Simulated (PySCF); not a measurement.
## UHF on Zr (zirconium, neutral)

Configuration: [Kr] 4d4, high-spin 5D determinant (an excited configuration). All numbers are calculated (PySCF 2.14, scalar relativity by spin-free X2C-1e, in x2c-QZVPPall (13s8p7d3f2g, 111 functions)).

```json
{
  "Total energy": "-3596.134169 hartree",
  "One-electron energy": "-4971.7324 hartree",
  "Hartree (Coulomb) energy": "1488.8398 hartree",
  "Exchange energy": "-113.2415 hartree",
  "⟨S²⟩": "6.0062",
  "⟨L²⟩": "6.036",
  "Sum of ⟨r⟩": "30.72 bohr",
  "Sum of ⟨r²⟩": "56.51 bohr²",
  "Traceless quadrupole moment −½Σ⟨3z² − r²⟩ along its main axis": "-2.56 e·bohr²",
  "Langevin diamagnetic susceptibility": "-44.8 ×10⁻⁶ cm³/mol"
}
```

```
shell  electrons  mean orbital energy (eV)  spread (eV)  rms radius, mean of both spins (bohr)
 1s β          1                  -18093.3            0                                 0.0426
 1s α          1                  -18093.2            0                                 0.0426
 2s α          1                   -2574.9            0                                  0.176
 2s β          1                   -2574.5            0                                  0.176
 2p α          3                   -2290.1        0.002                                  0.157
 2p β          3                   -2289.8        0.095                                  0.157
 3s α          1                   -449.24            0                                  0.488
 3s β          1                   -449.12            0                                  0.488
 3p α          3                   -353.67        0.143                                  0.496
 3p β          3                   -353.50        0.216                                  0.496
 3d α          5                   -196.65        0.504                                  0.495
 3d β          5                   -196.07        0.259                                  0.495
 4s α          1                   -64.746            0                                   1.31
 4s β          1                   -62.024            0                                   1.31
 4p α          3                   -38.582        0.486                                   1.50
 4p β          3                   -34.404        0.825                                   1.50
 4d α          4                    -4.771        0.991                                   2.96
```

Densities and radii are taken from the X2C orbitals without a picture-change correction, which distorts them close to the nucleus.

Spin-orbit constants ζ (cm⁻¹) from the X2C one-electron operator on these orbitals: bare nucleus, nucleus screened by l(l+1)(2l+1)/3 electrons, and screened by the Breit-Pauli mean field of the electrons.

```json
{"shell": "2p", "bare": "469400", "screened nucleus": "445900", "mean field": "n/a"}
{"shell": "3p", "bare": "75600", "screened nucleus": "71820", "mean field": "n/a"}
{"shell": "3d", "bare": "10380", "screened nucleus": "7781", "mean field": "n/a"}
{"shell": "4p", "bare": "8404", "screened nucleus": "7983", "mean field": "n/a"}
{"shell": "4d", "bare": "408.2", "screened nucleus": "306.2", "mean field": "n/a"}
```

To first order the Landé constant is A = 76.54 cm⁻¹, so the lowest level has J = 0 and lies 0.0569 eV below the centre of the term. This holds in LS coupling only.
